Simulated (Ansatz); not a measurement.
Question: Name a neutral molecule of C, O, Si and H with LUMO energy (B3LYP/def2-TZVPP) between -0.30 and 0.00 eV and size of the dipole moment (ωB97M-V/def2-TZVPP) between 2.30 and 2.60 D (Ansatz, PBE0-D4/def2-TZVP geometry).

Answer: `C[SiH2]OC(C)=O` (-0.15 eV, 2.44 D). Other molecules can fit too; these were computed, each in one conformer that needn't be the lowest.

B3LYP here is the variant with VWN-RPA as its local correlation; programs differ in this.
